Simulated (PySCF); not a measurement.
Deuteron quadrupole couplings in `Cc1ccc([SiH3])[p-]1`

Compound: C₅H₈PSi (charge -1).
Z-matrix (Å and degrees, GFN2-xTB geometry), rows numbered from 1:
```
C 
C   1  1.5012
C   2  1.3872  1  123.63
C   3  1.3893  2  113.15  1  -179.93
C   4  1.3918  3  113.73  2    -0.08
Si  5  1.8453  4  124.84  3  -179.91
P   2  1.7497  1  124.29  3   179.94
H   1  1.0898  2  110.50  3   177.63
H   1  1.0951  2  110.98  3    57.41
H   1  1.0954  2  111.08  3   -62.25
H   3  1.0855  2  122.84  1    -0.12
H   4  1.0850  3  123.71  2   179.84
H   6  1.4811  5  115.65  4   115.55
H   6  1.4808  5  110.45  4    -3.29
H   6  1.4797  5  115.49  4  -122.40
```

Level: PBE0/pcSseg-1 (PySCF, non-relativistic); Q(2H) = 0.00286 b; rigid geometry, the same for H and D, with no vibrational averaging.

Task: Rank these positions by the coupling χzz of a deuteron there, largest first.
A. H8 (methyl hydrogen)
B. H13 (Si–H hydrogen)
C. H12 (aromatic hydrogen)
D. H10 (methyl hydrogen)

Result: C (224 kHz), A (212 kHz), D (207 kHz), B (105 kHz).

Task: Tabulate Vzz, the asymmetry η and χzz = 234.96 MHz × Q × Vzz for every hydrogen position.

Result: 
```
atom  bonded to  bond length (Å)  Vzz (au)     η  χzz (kHz)
  H8         C1            1.090    0.3154  0.01        212
  H9         C1            1.095    0.3087  0.01        207
 H10         C1            1.095    0.3083  0.01        207
 H11         C3            1.086    0.3341  0.08        224
 H12         C4            1.085    0.3326  0.08        224
 H13        Si6            1.481    0.1561  0.01        105
 H14        Si6            1.481    0.1575  0.00        106
 H15        Si6            1.480    0.1572  0.01        106
```

Task: Average by the element that carries the hydrogen.

Result: on C: 215 kHz over 5 positions, mean bond length 1.090 Å; on Si: 105 kHz over 3 positions, mean bond length 1.481 Å.

Task: Give the 2H NMR doublet splittings at H10 for a magnetic field along the z, y and x axes of the gradient: 3χ/2, 3χ(1 + η)/4, 3χ(1 − η)/4.

Result: With |χ| = 207.2 kHz and η = 0.006: 311, 156 and 155 kHz, to first order and without motion.

Geometry: GFN2-xTB; no solvent, vibrations or thermal averaging. The pcSseg-1 basis has no diffuse functions, a weakness for an anion. GFN2-xTB bond lengths can be off by several hundredths of an ångström, more for odd bonds, and the gradients follow them. The basis is small and wasn't made for field gradients, so the couplings can be 20 % off.

These values come from a run that also computed NMR shieldings. The run took about 70 s of CPU time (one thread, shared machine).
